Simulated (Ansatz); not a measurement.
Geometry optimisation, RHF/def2-SVP in Ansatz.

input.yaml

```yaml
crystal:
  periodic: [false, false, false]
  atoms:
    - { symbol: B, position_ang: [-1.3062, -0.6748, 0.0009] }
    - { symbol: C, position_ang: [-0.1323, -0.6401, 0.9913] }
    - { symbol: Si, position_ang: [1.21, 0.3881, 0.1896] }
    - { symbol: O, position_ang: [1.2792, 0.1738, -1.5095] }
    - { symbol: Al, position_ang: [-0.5852, -0.0436, -1.8107] }
    - { symbol: H, position_ang: [-2.4268, -0.2567, 0.3319] }
    - { symbol: H, position_ang: [-0.3935, -0.2054, 1.9765] }
    - { symbol: H, position_ang: [0.2643, -1.6629, 1.1203] }
    - { symbol: H, position_ang: [2.5512, -0.0126, 0.7804] }
    - { symbol: H, position_ang: [1.0236, 1.8099, 0.5321] }
    - { symbol: H, position_ang: [-1.419, 1.0672, -2.5821] }
basis:
  gaussian: { orbitals: def2-SVP }
hamiltonian:
  xc: hf
relax:
  f_tol: 0.02
  max_steps: 50
```

Launched with:

```bash
$ ansatz run input.yaml --threads 2 --pin off --max-ram 3072MiB --backend cpu --events-out ev --progress --plain --runs-dir out
```

**Question.** Where does it end, and by what steps?

**Answer.** The run converged. After 11 steps the energy has fallen by 1.549 eV; H11 moved furthest, 1.06 Å.

| step | energy less start (eV) | largest force component (eV/Å) | accepted |
| --- | --- | --- | --- |
| 0 | 0.0000 | 3.860 | yes |
| 1 | -0.7741 | 1.750 | yes |
| 2 | -1.1424 | 0.853 | yes |
| 3 | -1.3385 | 0.379 | yes |
| 4 | -1.4416 | 0.408 | yes |
| 5 | -1.5044 | 0.356 | yes |
| 6 | -1.5380 | 0.229 | yes |
| 7 | -1.4832 | 0.715 | no |
| 8 | -1.5322 | 0.486 | no |
| 9 | -1.5477 | 0.090 | yes |
| 10 | -1.5489 | 0.035 | yes |
| 11 | -1.5491 | 0.019 | yes |

```xyz
11
Properties=species:S:1:pos:R:3
B -1.449 -0.359 0.139
C -0.144 -0.539 1.024
Si 1.291 0.496 0.314
O 0.896 0.641 -1.282
Al -0.693 0.233 -1.813
H -2.546 -0.494 0.612
H -0.292 -0.483 2.105
H 0.140 -1.585 0.803
H 2.602 -0.169 0.481
H 1.364 1.827 0.964
H -1.105 0.374 -3.326
```

Whether the end is a true minimum wasn't checked by a vibrational analysis.

The run took 19 s on 2 threads of Intel(R) Xeon(R) Platinum 8488C (Sapphire Rapids), with other jobs on the host, peak memory 0.25 GiB.
